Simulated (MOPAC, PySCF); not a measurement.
H6OSi2, SMILES `O[SiH2][SiH3]` (H–O–Si–Si torsion 180°), neutral singlet in the gas phase. 

Cartesian coordinates (Å):
```xyz
9

O     -1.7661     0.6965     0.3868
Si    -0.7458    -0.4987    -0.1456
Si     1.4324     0.3424     0.0399
H     -2.7113     0.5266     0.3823
H     -0.9008    -1.7365     0.6654
H     -1.0458    -0.8715    -1.5545
H      1.7481     0.6801     1.4487
H      1.6014     1.5550    -0.7966
H      2.3880    -0.6939    -0.4264
```
Charge 0, spin multiplicity 1.

All levels are single points at this geometry (B3LYP-D3(BJ)/def2-TZVP); Pople sets use spherical d functions. Orbital energies aren't observables, and empty levels follow the basis.

PBE/6-31G* in PySCF gives HOMO (eV) = -6.83.

### Question
Estimate the HOMO (eV) from each of these levels: B3LYP-D3(BJ)/def2-TZVP in PySCF; PBE-D3(BJ)/def2-TZVP in PySCF; B3LYP/6-31G* in PySCF; B3LYP/LANL2DZ in PySCF; BP86/6-31G* in PySCF; M06-2X/6-31G* in PySCF; SVWN5/6-31G* in PySCF; HF/3-21G in PySCF; HF/6-31G* in PySCF; HF/STO-3G in PySCF; PM3 in MOPAC; PM6 in MOPAC.

### Answer

```tsv
level	HOMO (eV)
B3LYP-D3(BJ)/def2-TZVP in PySCF	-7.95
PBE-D3(BJ)/def2-TZVP in PySCF	-6.97
B3LYP/6-31G* in PySCF	-7.81
B3LYP/LANL2DZ in PySCF	-8.10
BP86/6-31G* in PySCF	-6.93
M06-2X/6-31G* in PySCF	-9.08
SVWN5/6-31G* in PySCF	-6.85
HF/3-21G in PySCF	-10.83
HF/6-31G* in PySCF	-10.84
HF/STO-3G in PySCF	-8.52
PM3 in MOPAC	-9.47
PM6 in MOPAC	-8.73
```
